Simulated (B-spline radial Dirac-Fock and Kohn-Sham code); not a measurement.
# Magnetic form factor of the 4f shell of Pt²³⁺

System: Pt²³⁺, configuration [Kr] 4d10 4f9.

Input file task.json (cfg lists n, l and occupation; rrms is the nuclear radius in fm):

```json
{"items": [{
  "Z": 78,
  "q": 23,
  "cfg": [[1, 0, 2], [2, 0, 2], [2, 1, 6], [3, 0, 2], [3, 1, 6], [3, 2, 10], [4, 0, 2], [4, 1, 6], [4, 2, 10], [4, 3, 9]],
  "A": 195,
  "rrms": 5.427,
  "do": ["scatter"],
  "s": [0.0, 0.05, 0.1, 0.15, 0.2, 0.25, 0.3, 0.35, 0.4, 0.45, 0.5, 0.6, 0.7, 0.8, 0.9, 1.0, 1.1, 1.2, 1.4, 1.6, 1.8, 2.0, 2.5, 3.0, 3.5, 4.0, 5.0, 6.0],
  "pz": [0, 0.1, 0.2, 0.3, 0.4, 0.5, 0.6, 0.8, 1.0, 1.2, 1.4, 1.6, 1.8, 2.0, 2.5, 3.0, 4.0, 5.0, 7.0, 10.0, 15.0, 20.0, 30.0, 40.0, 60.0, 100.0],
  "hv_scatter": [2000, 5000, 8047.8, 10000, 17479.3, 30000, 100000, 500000]
}]}
```

Launch: `python xray_run.py task.json out`

Calculated with a B-spline atomic structure program, using Dirac-Fock orbitals of the configuration average with a finite nucleus. ⟨j_K⟩ is the integral of the 4f radial density with the spherical Bessel function j_K(4πsr), s = sin θ/λ.

Hund's rules give S = 5/2, L = 5, J = 15/2 for 4f9, so g = 1.333, and the dipole approximation is F = ⟨j0⟩ + C₂⟨j2⟩ with C₂ = (2 − g)/g = 0.500.

| s (Å⁻¹) | ⟨j0⟩ | ⟨j2⟩ | ⟨j4⟩ | ⟨j6⟩ | F (dipole) |
| --- | --- | --- | --- | --- | --- |
| 0 | 1.0000 | 0.0000 | 0.0000 | 0.0000 | 1.0000 |
| 0.05 | 0.9958 | 0.0017 | 0.0000 | 0.0000 | 0.9966 |
| 0.1 | 0.9833 | 0.0066 | 0.0000 | 0.0000 | 0.9866 |
| 0.15 | 0.9629 | 0.0147 | 0.0001 | 0.0000 | 0.9702 |
| 0.2 | 0.9350 | 0.0256 | 0.0003 | 0.0000 | 0.9478 |
| 0.25 | 0.9003 | 0.0390 | 0.0007 | 0.0000 | 0.9198 |
| 0.3 | 0.8597 | 0.0543 | 0.0013 | 0.0000 | 0.8868 |
| 0.35 | 0.8141 | 0.0710 | 0.0024 | 0.0001 | 0.8496 |
| 0.4 | 0.7645 | 0.0887 | 0.0039 | 0.0001 | 0.8089 |
| 0.45 | 0.7119 | 0.1068 | 0.0059 | 0.0002 | 0.7653 |
| 0.5 | 0.6574 | 0.1248 | 0.0086 | 0.0004 | 0.7198 |
| 0.6 | 0.5464 | 0.1584 | 0.0157 | 0.0010 | 0.6256 |
| 0.7 | 0.4385 | 0.1865 | 0.0253 | 0.0022 | 0.5317 |
| 0.8 | 0.3389 | 0.2071 | 0.0369 | 0.0042 | 0.4425 |
| 0.9 | 0.2512 | 0.2193 | 0.0496 | 0.0071 | 0.3608 |
| 1 | 0.1770 | 0.2234 | 0.0628 | 0.0110 | 0.2886 |
| 1.1 | 0.1165 | 0.2202 | 0.0754 | 0.0159 | 0.2266 |
| 1.2 | 0.0690 | 0.2113 | 0.0867 | 0.0214 | 0.1747 |
| 1.4 | 0.0070 | 0.1818 | 0.1035 | 0.0340 | 0.0979 |
| 1.6 | -0.0230 | 0.1459 | 0.1112 | 0.0464 | 0.0500 |

Radial moments of the shell: ⟨r²⟩ = 0.2282, ⟨r⁴⟩ = 0.08886, ⟨r⁶⟩ = 0.05318 in powers of bohr.
